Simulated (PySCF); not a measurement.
Computed shifts of a molecule C2H7BN2O, PBE/pcSseg-1 run with PySCF, GIAO, gas phase, equivalent atoms averaged, in ppm (number of nuclei): ¹³C: 170.4 (1), 33.3 (1). ¹⁵N: 392.7 (1), 60.4 (1). ¹H: 8.65 (1), 2.86 (1), 2.23 (3), 2.18 (1), 1.80 (1). References: ¹³C against TMS (σ = 182.0 ppm); ¹⁵N against NH3 (σ = 267.0 ppm); ¹¹B against BF3 (σ = 83.9 ppm); ¹⁷O against H2O (σ = 334.3 ppm); ¹H against TMS (σ = 31.49 ppm), references at their B3LYP-D3(BJ)/def2-TZVP geometries, non-relativistic. The structure is a stationary point at PBE0-D3(BJ)/def2-SVP. The values are those of a single conformer.

**Question.** Which molecule gave these data?
A) C=COB(N)N
B) C/N=C/B(N)O
C) C/C=N/B(N)O
D) OB1NCCN1

**Answer.** C, C/C=N/B(N)O
